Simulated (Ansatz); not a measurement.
The pair A = NH3 (SMILES N) (first 4 atoms), B = SO2 (SMILES O=S=O); geometry from B3LYP-D3(BJ)/def2-TZVP.
(charge 0, multiplicity 1):
```xyz
7

N      0.0165     0.0007     0.6224
H     -0.3050    -0.9267     0.3698
H     -0.7781     0.6302     0.6315
H      0.6780     0.3205    -0.0751
O     -0.2225     0.9455     3.5541
S      0.6394    -0.1447     3.1620
O      0.1281    -1.4852     3.3262
```

MP2 and its Hartree–Fock in aug-cc-pV(T+d)Z are density fitted.

The values were computed with Ansatz (Gaussian orbitals). Each number belongs to the level named beside it.

Total energies (hartree), monomers frozen at their geometry in the pair:

```json
[
 {"structure": "AB", "HF/aug-cc-pV(D+d)Z": "-603.4480902", "HF/aug-cc-pV(T+d)Z": "-603.5316704", "PBE/def2-TZVPPD": "-604.9293956"},
 {"structure": "A in the pair's basis", "HF/aug-cc-pV(D+d)Z": "-56.2056624", "HF/aug-cc-pV(T+d)Z": "-56.2201686", "PBE/def2-TZVPPD": "-56.5126439"},
 {"structure": "B in the pair's basis", "HF/aug-cc-pV(D+d)Z": "-547.2359327", "HF/aug-cc-pV(T+d)Z": "-547.3045817", "PBE/def2-TZVPPD": "-548.4054658"},
 {"structure": "A", "HF/aug-cc-pV(D+d)Z": "-56.2051777", "HF/aug-cc-pV(T+d)Z": "-56.2201367", "PBE/def2-TZVPPD": "-56.5124108"},
 {"structure": "B", "HF/aug-cc-pV(D+d)Z": "-547.2350211", "HF/aug-cc-pV(T+d)Z": "-547.3044114", "PBE/def2-TZVPPD": "-548.4053618"}
]
```

**Question.** Work out the interaction energy without and with the counterpoise correction, and the superposition error, for each level.

**Answer.** 
E(AB) − E(A) − E(B), times 627.509 kcal/mol, with the monomers in their own basis and then in the pair's basis:
- HF/aug-cc-pV(D+d)Z: -4.95 uncorrected, -4.08 corrected; the monomers gain 0.88 kcal/mol from borrowed functions
- HF/aug-cc-pV(T+d)Z: -4.47 uncorrected, -4.34 corrected; the monomers gain 0.13 kcal/mol from borrowed functions
- PBE/def2-TZVPPD: -7.29 uncorrected, -7.08 corrected; the monomers gain 0.21 kcal/mol from borrowed functions

Ansatz is an electronic-structure program.
